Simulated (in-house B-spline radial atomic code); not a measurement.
## How G0W0 and RPA depend on the start: Zr³⁰⁺

Configuration [He] 2s2 2p6. Computed with an all-electron radial atomic-structure program (B-spline basis): all electrons, non-relativistic, point nucleus, each spin shell either full or empty, empty states to l = 9 with an (l + 1/2)⁻⁴ tail; G0W0 by contour deformation at full frequency.

Without relativity these are model numbers: it shifts the levels of so heavy an element strongly and can reorder them.

```
       start  mean-field 2p (eV)  G0W0 (eV)  QP weight  RPA correlation (Eh)
Hartree-Fock            -3783.10   -3781.50      0.998              -0.62128
         PBE            -3701.65   -3781.48      0.998              -0.63924
     r2SCAN0            -3729.62          ?          ?                     ?
       HSE06            -3721.65   -3781.52      0.998              -0.63469
        TPSS            -3703.40          ?          ?                     ?
```

Q: What G0W0 level, weight and RPA correlation energy follow from the TPSS start?

A: G0W0 level -3781.47 eV, weight 0.998, RPA correlation -0.63798 hartree.

Q: What G0W0 level, weight and RPA correlation energy follow from the r2SCAN0 start?

A: G0W0 level -3781.37 eV, weight 0.998, RPA correlation -0.63202 hartree.

Q: How much of the dependence on the start does G0W0 remove?

A: The mean-field levels span 81.4 eV and the G0W0 levels 0.154 eV. Against 3788 ± 2.1 eV (NIST, semi-empirical) the G0W0 removal energies are off by -6.63 to -6.48 eV, with relativity, Breit and QED terms left out.
